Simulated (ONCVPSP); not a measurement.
## What one change does to a pseudopotential (Au, ONCV)

```
Element                 : gold
Generator               : ONCVPSP 4.0.1
Type                    : optimised norm-conserving Vanderbilt (ONCV)
Functional              : PBE
Relativity              : fully relativistic
Frozen core             : [Kr] 4d10 4f14
Valence charge          : 19
Reference configuration : 5s2 5p6 5d10 6p1
Partial waves           : 5s: rc 1.30 bohr, ncon 4, nbas 7, qcut 7.2 1/bohr, 3 projectors, debl 1.6 Ha; 5p+6p: rc 1.50 bohr, ncon 4, nbas 8, qcut 9.4 1/bohr, 2 projectors; 5d: rc 1.40 bohr, ncon 4, nbas 8, qcut 7.9 1/bohr, 2 projectors, debl 2.5 Ha
Local potential         : polynomial inside 0.90 bohr (lpopt 5, dvloc0 0 Ha)
Core correction         : none
```

Open shells are filled in proportion to 2j + 1.

In the s channel the program set the typed energies aside and used -4.052, 0.250, 1.850 Ha.

All-electron outer shells of the reference configuration (PBE, scalar-relativistic, ld1.x):

```json
{"shell": "5s", "level (eV)": "-110.56", "outermost node (bohr)": "0.48", "outermost maximum (bohr)": "0.84"}
{"shell": "4f", "level (eV)": "-83.28", "outermost node (bohr)": "–", "outermost maximum (bohr)": "0.37"}
{"shell": "5p", "level (eV)": "-62.00", "outermost node (bohr)": "0.52", "outermost maximum (bohr)": "0.96"}
{"shell": "5d", "level (eV)": "-9.00", "outermost node (bohr)": "0.56", "outermost maximum (bohr)": "1.21"}
{"shell": "6p", "level (eV)": "-1.82", "outermost node (bohr)": "1.32", "outermost maximum (bohr)": "3.38"}
```

Change: s: qcut 7.4; p: qcut 9.6; d: qcut 8.1.

Cutoffs: the cutoffs (Ha) at which the residual kinetic energy of the hardest occupied pseudo-wave falls to 1 and 0.1 mHa per electron; they do not see the model core or the augmentation charge, which bear on the density cutoff. Errors are all-electron minus pseudo energies relative to the spin-unpolarised reference configuration.

What does the change do?

The potential gets softer (37 Ha and 73 Ha → 31 Ha and 71 Ha); the errors of the 4 common tests hardly move; neither file shows a bound ghost.

```tsv
quantity	base	changed
cutoff, loose	37 Ha	31 Ha
cutoff, tight	73 Ha	71 Ha
loose cutoff by channel	s 37 Ha, p 30 Ha, d 21 Ha	s 30 Ha, p 31 Ha, d 21 Ha
bound ghosts	none	none
GHOST(+) flags under 300 eV	s at 279.4 eV, p1/2 at 295.3 eV	s at 255.1 eV, p1/2 at 298.0 eV
error for 5s2 5p6 5d10 6s1 6p0, meV [ΔE -5.20 eV]	-0.5	-0.5
error for 5s2 5p6 5d10 6p0, meV [ΔE 4.23 eV]	+0.2	+0.2
error for 5s2 5p6 5d9 6p0, meV [ΔE 25.46 eV]	+0.7	+0.7
error for 5s2 5p6 5d9 6s1 6p1, meV [ΔE 2.25 eV]	-3.0	-2.9
s: phases at 1.32 bohr within 0.05 rad from the reference energy up to (Ha; the scan ends near 5)	to the end of the scan	to the end of the scan
p3/2: phases at 1.52 bohr within 0.05 rad from the reference energy up to (Ha; the scan ends near 5)	to the end of the scan	to the end of the scan
p1/2: phases at 1.52 bohr within 0.05 rad from the reference energy up to (Ha; the scan ends near 5)	to the end of the scan	to the end of the scan
d5/2: phases at 1.42 bohr within 0.05 rad from the reference energy up to (Ha; the scan ends near 5)	to the end of the scan	to the end of the scan
d3/2: phases at 1.42 bohr within 0.05 rad from the reference energy up to (Ha; the scan ends near 5)	to the end of the scan	to the end of the scan
```

Base: These tests converged, but a pseudo level misses the all-electron one widely, so the file describes the atom poorly there or has found another state: 5s2 5p6 5d10 6s1 6p0: empty 6p by 6.3 eV. Changed file: These tests converged, but a pseudo level misses the all-electron one widely, so the file describes the atom poorly there or has found another state: 5s2 5p6 5d10 6s1 6p0: empty 6p by 6.3 eV.
